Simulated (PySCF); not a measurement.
Fe(OH)3 (FeH₃O₃), SMILES [Fe]([OH])([OH])[OH] (connectivity only; charge and spin as stated), neutral, multiplicity 6.

Geometry: TPSSh-D3(BJ)/def2-SVP. The multiplicity is an assumed one; other spin states were not compared. The values are those of a single conformer.

These are PySCF with PBE/def2-TZVPD values and carry that method's errors.

Isolated molecule, no solvent.

```
Property                                                                                                        Result
---------------------------------------------------------------------------------------------  -----------------------
total energy                                                                                       -1490.90743 hartree
point group                                                                                                        C3h
α spin, highest occupied and lowest empty level                                                     -6.09 and -1.37 eV
β spin, highest occupied and lowest empty level                                                     -7.46 and -4.92 eV
dipole moment                                                                                                   0.00 D
quadrupole, principal values (traceless, Buckingham form, about the centre of nuclear charge)    -0.68, 0.34, 0.34 D·Å
mean static polarisability                                                                        53.2 bohr³ (7.88 Å³)
polarisability, principal values                                                                35.0, 62.3, 62.3 bohr³
⟨S²⟩                                                                                           8.757 (pure state 8.75)
```
